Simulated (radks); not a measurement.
Dynamic dipole polarisability and lines of the germanium ion Ge2+, [Ar] 3d10 4s2. Method: scalar-relativistic Kohn-Sham, LB94 model potential, spin-polarised, spherical densities, finite nucleus; Fermi nuclear charge, rms radius of each element as measured or else 0.836 A^(1/3) + 0.57 fm; computed with a radial shooting solver on a logarithmic mesh with Libxc functionals. Time-dependent linear response with the Hartree and adiabatic LDA kernel, continuum included through the Sternheimer equations, no spin-orbit coupling, so fine structure and intercombination lines are absent. Lines are the poles of the dipole polarisability below minus the highest occupied eigenvalue, found on a grid refined at the orbital gaps; the lowest seven at most are given, and weak or close lines can be missed. The first line takes the name of the lowest orbital gap if no other gap lies below it; otherwise a line is named after a gap within 0.6 % of it, if that gap stands alone.

| photon energy (eV) | alpha (bohr^3) |
|---|---|
| 0 | 8.855 |
| 0.595 | 8.873 |
| 4.165 | 9.842 |
| 7.735 | 13.76 |
| 11.305 | 45.11 |
| 14.875 | -17.17 |
| 18.445 | -5.280 |
| 22.015 | -2.261 |
| 25.585 | -0.8685 |
| 29.155 | 0.6812 |
| 32.725 | 5.012 |

Lines (eV, oscillator strength): 12.462 (99.49 nm, 4s-4p), f = 1.63; 24.735 (50.13 nm, 4s-5p), f = 0.00472; 29.634 (41.84 nm, 4s-6p), f = 0.00922; 31.898 (38.87 nm, 4s-7p), f = 0.00913; 33.169 (37.38 nm, unassigned), f = 0.0162; 33.787 (36.70 nm, unassigned), f = 0.472. Higher lines, where found, are left out when the end of the mesh affects them. Those listed give 92 % of the static polarisability (sum of f/w^2). Orbital energy gaps for comparison: 4s-4p 10.058 eV; 4s-5p 24.709 eV; 4s-6p 29.630 eV; 4s-7p 31.902 eV; 3d-4p 32.864 eV. At laser wavelengths: 1550 nm 8.887, 1064 nm 8.924, 780 nm 8.985, 532 nm 9.139, 355 nm 9.524, 266 nm 10.13, 193 nm 11.69 bohr^3.
